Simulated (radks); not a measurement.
Valence configurations of Hg III (all share [Xe]). Calculated with a radial shooting solver on a logarithmic mesh with Libxc functionals: scalar-relativistic Kohn-Sham, r2SCAN, spin-unpolarised, spherical densities, finite nucleus; meta-GGA in the generalised Kohn-Sham scheme; Fermi nuclear charge, rms radius 5.4648 fm. Energies are relative to 4f14 5d10; eigenvalues in eV.

| valence | E (eV) | e(4f) | e(5d) | e(6p) | e(6s) |
|---|---|---|---|---|---|
| 4f14 5d10 | 0.000 | -116.02 | -29.048 | - | - |
| 4f14 5d9.5 6s0.5 | 3.249 | -118.14 | -30.525 | - | -23.725 |
| 4f14 5d9 6p1 | 16.130 | -122.05 | -33.595 | -16.236 | - |
| 4f14 5d8 6p2 | 34.757 | -128.10 | -38.026 | -18.122 | - |
| 4f13.5 5d10 6s0.5 | 48.401 | -124.23 | -31.313 | - | -23.857 |
| 4f13.5 5d10 6p0.5 | 52.957 | -125.13 | -32.137 | -15.289 | - |
| 4f13 5d9.5 6s1.5 | 105.00 | -134.90 | -35.217 | - | -25.776 |
| 4f13 5d10 6p1 | 109.94 | -134.42 | -35.287 | -16.375 | - |
| 4f12.5 5d10 6s0.5 6p1 | 166.13 | -143.01 | -37.701 | -16.978 | -26.862 |
| 4f12 5d10 6p2 | 236.45 | -153.49 | -41.740 | -18.454 | - |

NIST lists [Xe] 4f14 5d10 as the ground configuration; this level of theory agrees among the configurations tried. The energies are those of spherical spin-averaged densities, not of single terms.
